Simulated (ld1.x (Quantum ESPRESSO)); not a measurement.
## terbium (Tb): ultrasoft pseudisation with LDA (PZ), scalar-relativistic reference atom.

```
Element                 : Tb (Z = 65)
Generator               : ld1.x (Quantum ESPRESSO) 7.5
Type                    : ultrasoft
Functional              : LDA (PZ)
Relativity              : scalar-relativistic
Frozen core             : [Kr] 4d10
Valence charge          : 19
Reference configuration : 4f9 5s2 5p6 5d0 6s2 6p0
Partial waves           : 5s (bound): rcut 1.95, rcutus 2.55 bohr; 6s (bound): rcut 1.95, rcutus 2.55 bohr; 5p (bound): rcut 2.10, rcutus 2.25 bohr; 6p (bound, empty): rcut 2.10, rcutus 2.25 bohr; 5d (bound, empty): rcut 3.20, rcutus 3.90 bohr; 5d channel at 3.55 Ry: rcut 3.20, rcutus 3.90 bohr; 4f (bound): rcut 0.95, rcutus 1.35 bohr; 4f channel at 0.4 Ry: rcut 0.95, rcutus 1.35 bohr
Local potential         : all-electron potential smoothed inside 2.65 bohr (lloc = -1)
Core correction         : Bessel-smoothed model core inside 1.40 bohr
Augmentation charge     : PSQ, inside the norm-conserving radii
```

(1) Is the overlap operator S = 1 + Σ q|β⟩⟨β| positive definite (Bessel basis up to 400 Ry)?

## Answers

(1) No: its lowest eigenvalue is -0.291, in the s channel, so the generalised eigenproblem breaks down once the basis is large enough.

Its largest configuration-test error is -821 meV (4f8 5s2 5p6 5d0 6s0 6p0). 1 of 9 tests not solved or not reliable. Not counted: 4f9 5s2 5p6 5d0 6s2 6p0 (spin-polarised) (solver errors, printed error +3.6 eV).

The ghost test of this file was not conclusive. Its overlap operator is not positive definite in a basis up to 400 Ry (lowest eigenvalue s -0.29), so the file is unfit for use: the generalised eigenproblem breaks down once the basis is large enough, and its test numbers describe a broken file.
